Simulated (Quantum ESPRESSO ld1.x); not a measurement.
The run below uses ld1.x (Quantum ESPRESSO 7.5).

```
 &input
    zed=61.0,
    iswitch=1,
    rel=1,
    dft='PZ',
    config='[Xe] 4f5',
    verbosity='high',
    prefix='ld1',
    max_out_wfc=37,
    file_charge='ld1.rho',
 /
```

Command: `OMP_NUM_THREADS=1 ld1.x < ld1.in > ld1.out`

It prints (banner and zero overlaps left out):

```
     Program LD1 v.7.5 starts

     --------------------------- All-electron run ----------------------------

     scalar relativistic calculation

     atomic number is 61.00
     dft =PZ   lsd =0 sic =0 latt =0  beta=0.20 tr2=1.0E-14
     Exchange-correlation= PZ
                           (   1   1   0   0   0   0   0)
     mesh =2091 r(mesh) = 100.39638 a.u. xmin = -8.00 dx = 0.00800
     1 Ry =  13.60569312 eV, c = 137.03599908

     n l     nl                  e(Ry)          e(Ha)          e(eV)
     1 0     1S 1( 2.00)   -3306.957290044   -1653.478645022 -44993.4460592
     2 0     2S 1( 2.00)    -538.557081492    -269.278540746  -7327.4423800
     2 1     2P 1( 6.00)    -481.269862050    -240.634931025  -6548.0100524
     3 0     3S 1( 2.00)    -118.151594807     -59.075797403  -1607.5343409
     3 1     3P 1( 6.00)    -100.163107586     -50.081553793  -1362.7885041
     4 0     4S 1( 2.00)     -24.228002578     -12.114001289   -329.6387681
     4 1     4P 1( 6.00)     -18.321738720      -9.160869360   -249.2799545
     3 2     3D 1(10.00)     -75.450128481     -37.725064240  -1026.5512942
     5 0     5S 1( 2.00)      -4.062237775      -2.031118888    -55.2695606
     5 1     5P 1( 6.00)      -2.642405454      -1.321202727    -35.9517577
     4 2     4D 1(10.00)      -9.979093468      -4.989546734   -135.7724834
     4 3     4F 1( 5.00)      -1.137565454      -0.568782727    -15.4773665

     final scf error:  6.4E-15 reached in  29 iterations

     Etot =  -20025.770662 Ry,  -10012.885331 Ha, -272464.490177 eV

     Ekin =   21355.709545 Ry,   10677.854773 Ha,  290559.230495 eV
     Encl =  -48651.087057 Ry,  -24325.543528 Ha, -661931.760594 eV
     Eh   =    7712.132485 Ry,    3856.066243 Ha,  104928.907918 eV
     Exc  =    -442.525636 Ry,    -221.262818 Ha,   -6020.867996 eV
```

Run on one thread of a shared host, so times are rough (Intel(R) Xeon(R) Processor @ 2.60GHz): 0.56 s of CPU time, 1.4 s wall, 29 iterations on 2091 mesh points.
